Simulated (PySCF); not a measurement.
Ti²⁰⁺ (titanium, charge +20) across methods

1s2, closed-shell 1S. All numbers are calculated (PySCF 2.14, the spin-free X2C one-electron Hamiltonian (Gaussian nucleus), in an even-tempered Gaussian basis (15 s from 18 bohr⁻², ratio 2.5; 6 p from 28 bohr⁻², ratio 2.7; 3 d from 85 bohr⁻², ratio 2.7; 3 f from 130 bohr⁻², ratio 2.7)). The B2PLYP total includes its PT2 part (frozen core); its orbital energies are those of the SCF part.

| method | E (hartree) | mean ε 1s (eV) | Σ⟨r²⟩ (bohr²) | ⟨S²⟩ |
| --- | --- | --- | --- | --- |
| B2PLYP | -473.330 | -6189.3 | 0.01262 | 0.000 |
| UHF | -473.31996 | -6253.2 | 0.01260 | 0.000 |
| PBE0 | -473.180 | -6149.4 | 0.01263 | 0.000 |
| r2SCAN | -473.382 | -6130.7 | 0.01262 | 0.000 |
| LDA | -471.635 | -6098.1 | 0.01268 | 0.000 |
| PBE | -473.118 | -6114.5 | 0.01264 | 0.000 |

Estimate the same row for B3LYP.

E (hartree) = -473.201; mean ε 1s (eV) = -6143.0; Σ⟨r²⟩ (bohr²) = 0.01263; ⟨S²⟩ = 0.000.
